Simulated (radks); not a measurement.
The numbers below are computed, except where a source is named.
Neutral zirconium inside a hard spherical wall (all orbitals vanish at R), configuration held at [Kr] 4d2 5s2 and not refilled when levels cross. Code: a radial shooting solver on a logarithmic mesh with Libxc functionals. Model: scalar-relativistic Kohn-Sham, r2SCAN, spin-polarised, spherical densities, finite nucleus; open shells are filled with parallel spins first (spin-orbit coupling, left out, can overturn this in heavy ions); meta-GGA in the generalised Kohn-Sham scheme; Fermi nuclear charge, rms radius 4.2694 fm. Eigenvalues in eV for spin up, with the zero of energy where the potential of the charges vanishes at infinity; a dash marks a level that is unbound or too diffuse for the functional's potential to be trusted. A positive occupied level is held by the wall or, in an anion where self-interaction has pushed it up, behind a barrier. The pressure on the wall is -dE/dV.

| R (bohr) | E (hartree) | kinetic (hartree) | e(4s) | e(4p) | e(5s) | e(4d) | e(5p, empty) | e(6s, empty) | pressure (GPa) |
|---|---|---|---|---|---|---|---|---|---|
| free | -3599.06041 | 3700.687 | -56.661 | -34.055 | -4.865 | -4.169 | -1.481 | - | 0 |
| 20 | -3599.06041 | 3700.687 | -56.661 | -34.055 | -4.865 | -4.169 | -1.480 | - | < 0.0001 |
| 10 | -3599.05904 | 3700.700 | -56.565 | -33.960 | -4.792 | -4.083 | -1.310 | 2.686 | 0.0345 |
| 7 | -3599.02838 | 3700.886 | -55.583 | -32.995 | -3.959 | -3.237 | 0.122 | 9.625 | 1.59 |
| 6 | -3598.96981 | 3701.162 | -54.448 | -31.896 | -2.787 | -2.259 | 1.947 | 16.286 | 6.16 |
| 5 | -3598.79824 | 3701.845 | -52.278 | -29.826 | 0.086 | -0.289 | 6.132 | 29.564 | 26.7 |
| 2 | -3580.73652 | 3758.234 | -0.097 | 26.191 | 168.50 | 70.247 | 194.17 | 433.03 | 22200 |
| 1.5 | -3542.09151 | 3860.246 | 80.646 | 115.81 | 425.46 | 173.49 | 456.35 | 932.55 | 150000 |
